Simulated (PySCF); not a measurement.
Dipole moment and polarisability of `C#C[C@@H]1[SiH2][SiH2]C=C1F`

Compound: C5H7FSi2.
Geometry (GFN2-xTB, Å), atoms numbered from 1 in this order:
```
atom  x, y, z in Å
C1     2.5614   -1.2321   -1.0358
C2     1.6962   -0.8635   -0.2949
C3     0.6364   -0.3746    0.5593
Si4   -1.0484   -1.2226    0.1096
Si5   -1.8505    0.6445   -0.9973
C6    -0.4550    1.7137   -0.3321
C7     0.5087    1.1039    0.3443
F8     1.5202    1.8219    0.8991
H9     3.3294   -1.5699   -1.6647
H10    0.9315   -0.5555    1.5986
H11   -0.7544   -2.4663   -0.6062
H12   -1.6862   -1.6046    1.3777
H13   -3.1431    1.1983   -0.5746
H14   -1.8403    0.6286   -2.4646
H15   -0.4102    2.7862   -0.4460
```

Level: CAM-B3LYP/def2-SVPD (PySCF), static field, nuclei fixed, core orbitals frozen in the response. The polarisability tensor in these axes (au):

```
x   124.04 -10.34   1.60
y   -10.34 104.88  -1.90
z     1.60  -1.90  93.40
```

Q: Diagonalise the tensor; give its mean and Δα, where Δα² is half the sum of the squared differences of the eigenvalues.

A: Principal values 93.10, 100.53 and 128.69 au; mean 107.44 au = 15.92 Å³ = 17.71 × 10⁻⁴⁰ C²·m²/J; Δα = 32.52 au (30 % of the mean).

Q: What is the dipole moment, and where does it point?

A: (-1.47, -0.82, -0.34) D, 1.72 D in size, pointing from the negative to the positive side. Measured along this direction, the outermost atoms are F8 at the negative end and H13 at the positive end.

Q: Refractivity n − 1 of an ideal gas of it at 273.15 K and 1 atm, from the electronic α?

A: N = p/kT = 2.6868 × 10¹⁹ cm⁻³, so n − 1 = 2π × N × 15.92 × 10⁻²⁴ cm³ = 2688 × 10⁻⁶ at long wavelengths.

Q: Give the eigenvalues of the traceless quadrupole moment Θ = ½Σq(3rr − r²1), origin at the centre of nuclear charge.

A: -5.80, 1.82, 3.98 D·Å. The values depend on the origin, since the dipole doesn't vanish. The electronic extent ⟨r²⟩ about the same centre is 1335 bohr², a root-mean-square distance of 2.25 Å for the 74 electrons.

Q: Find the Langevin capture rate constant for H3O+ (19.018 u) meeting this molecule (142.007 u), k = 2.342 × 10⁻⁹ cm³/s × √(α in Å³ / reduced mass in u).

A: The reduced mass is 16.77 u, so k = 2.28 × 10⁻⁹ cm³/s. The formula leaves out the permanent dipole, which adds to the capture rate.

Q: Directions of the eigenvectors, and the extent of the frame along each?

A: Largest value along (0.91, -0.40, 0.06), where the nuclei span 6.96 Å; middle along (0.41, 0.90, -0.15), 4.85 Å; least along (0.00, 0.16, 0.99), 3.83 Å. The response follows the extents in order.

Q: In TDDFT the mean static polarisability is Σ f/ω² over all singlet excitations (ω in hartree). How much of it do the 8 lowest give? Their energies (eV) and oscillator strengths: 6.19, 0.0098; 6.43, 0.0369; 6.56, 0.0415; 6.66, 0.0034; 6.73, 0.0031; 6.87, 0.0766; 6.94, 0.0291; 7.07, 0.0140.

A: They add up to 3.53 au, 3.3 % of the 107.44 au; the largest single term is 1.20 au, from the state at 6.87 eV. Terms in order: 0.19, 0.66, 0.72, 0.06, 0.05, 1.20, 0.45, 0.21 au. Higher excitations give the rest. The strengths listed sum to 0.215.

Isolated species at its GFN2-xTB geometry (one conformer only).

The run behind these numbers computed excited states as well. Time: 1.9 min wall; peak memory 1.1 GiB. Hardware: one thread of an Arm Neoverse N1, shared host with 64 logical CPUs at a one-minute load of 63.
